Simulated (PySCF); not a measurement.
Single point on ZnCl

State: ²Σ⁺ (doublet), unpaired electrons σ ↑.

An equivalent input (the run itself took its basis sets from the Basis Set Exchange, started from a PBE0 density and held the occupation σ 12α 11β, πx 5α 5β, πy 5α 5β, δx 1α 1β, δy 1α 1β):

```python
from pyscf import gto, dft
mol = gto.M(atom='Zn 0 0 0; Cl 0 0 2.182', basis={'Zn': 'pcseg-1', 'Cl': 'pcseg-1'},
            charge=0, spin=1, verbose=4, symmetry='C2v')
mf = dft.UKS(mol, xc='TPSS')
mf.grids.atom_grid = (80, 434)
mf.grids.prune = dft.gen_grid.treutler_prune
mf.irrep_nelec = {'A1': (13, 12), 'A2': (1, 1), 'B1': (5, 5), 'B2': (5, 5)}
mf.conv_tol = 1e-9
mf.max_cycle = 60
mf.diis_space = 10
mf.kernel()
```

The log (some set-up lines and the per-cycle HOMO/LUMO lines removed):

```
******** <class 'pyscf.dft.uks_symm.SymAdaptedUKS'> ********
method = SymAdaptedUKS
damping factor = 0
level_shift factor = 0
DIIS = <class 'pyscf.scf.diis.CDIIS'>
diis_start_cycle = 1
diis_space = 10
diis_damp = 0
SCF conv_tol = 1e-09
SCF conv_tol_grad = None
SCF max_cycles = 60
number electrons alpha = 24  beta = 23
Set gradient conv threshold to 3.16228e-05
init E= -2239.42560032299
cycle= 1 E= -2239.42463437446  delta_E= 0.000966  |g|= 0.0942  |ddm|= 0.122
cycle= 2 E= -2239.41976053875  delta_E= 0.00487  |g|= 0.155  |ddm|= 0.159
cycle= 3 E= -2239.42724448884  delta_E= -0.00748  |g|= 0.00851  |ddm|= 0.11
cycle= 4 E= -2239.4272948146  delta_E= -5.03e-05  |g|= 0.00149  |ddm|= 0.0135
cycle= 5 E= -2239.42729567221  delta_E= -8.58e-07  |g|= 0.000355  |ddm|= 0.00219
cycle= 6 E= -2239.42729572048  delta_E= -4.83e-08  |g|= 6.87e-05  |ddm|= 0.000337
cycle= 7 E= -2239.42729572299  delta_E= -2.52e-09  |g|= 8.66e-06  |ddm|= 9.07e-05
cycle= 8 E= -2239.42729572303  delta_E= -3.23e-11  |g|= 3.18e-06  |ddm|= 1.77e-05
Extra cycle  E= -2239.42729572302  delta_E= 9.09e-12  |g|= 4.77e-06  |ddm|= 1.01e-05
converged SCF energy = -2239.42729572302  <S^2> = 0.75248408  2S+1 = 2.0024825
```

Repeating this along the bond gives Re = 2.187 Å and ωe = 358 cm⁻¹.

A point of this curve took 0.89 CPU seconds beside 0.16 for the integrals, on Arm Neoverse V2 (shared host).

The state is the lowest determinant that a PBE0 search found; another state may lie lower at other levels.
